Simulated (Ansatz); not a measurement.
Z-matrix (Å, degrees):
```
Zr
F 1 1.9078
F 1 1.9078 2 109.46
F 1 1.9078 2 109.46 3 120.00
F 1 1.9078 2 109.46 3 -120.01
```
Charge 0, spin multiplicity 1.

Level of theory: frozen-core CCSD(T)/def2-TZVPP // BP86-D3(BJ)/def2-SVP in Ansatz (an electronic-structure program).

The HF energy comes out as -444.81998 Ha and the MP2 correlation energy is -1.34889 Ha.

Question: Estimate the CCSD correlation energy, the (T) correction, the total energy and the T1 diagnostic.

Answer: 
- CCSD correlation energy = -1.33666 Ha
- (T) correction = -0.04641 Ha
- CCSD(T) total energy = -446.20305 Ha
- T1 diagnostic = 0.018
